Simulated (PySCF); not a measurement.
Be(Cl)(tBu), SMILES C[C](C)(C)[Be][Cl] (GFN2-xTB optimised geometry):

```
15

Be     0.851    -0.069     0.000
Cl     2.605    -0.069     0.000
C     -0.915    -0.062    -0.010
C     -1.515    -1.064     0.995
C     -1.489     1.322     0.350
C     -1.485    -0.430    -1.393
H     -2.605    -1.026     0.955
H     -1.207    -0.833     2.012
H     -1.205    -2.081     0.769
H     -1.182     1.629     1.347
H     -1.160     2.081    -0.355
H     -2.580     1.291     0.328
H     -1.156     0.273    -2.155
H     -1.175    -1.427    -1.695
H     -2.576    -0.410    -1.365
```

Level of theory: CAM-B3LYP/def2-TZVP (PySCF).

Task: What are the frontier orbital energies and the dipole moment?

Result: HOMO-2 -10.43 eV, HOMO-1 -10.43 eV, HOMO -8.88 eV, LUMO 0.48 eV, LUMO+1 0.99 eV; dipole moment 0.47 D.

On the same geometry PBE/def2-TZVP run with PySCF gives HOMO-2 -7.66 eV, HOMO-1 -7.66 eV, HOMO -6.25 eV, LUMO -0.81 eV, LUMO+1 -0.81 eV; dipole moment 0.39 D.

Meta-Löwdin charges at CAM-B3LYP/def2-TZVP: Be1 1.23, Cl2 -0.69, C3 -0.42, C4 -0.33, C5 -0.33, C6 -0.33, H7 0.10, H8 0.10, H9 0.10, H10 0.10, H11 0.10, H12 0.10, H13 0.10, H14 0.10, H15 0.10.
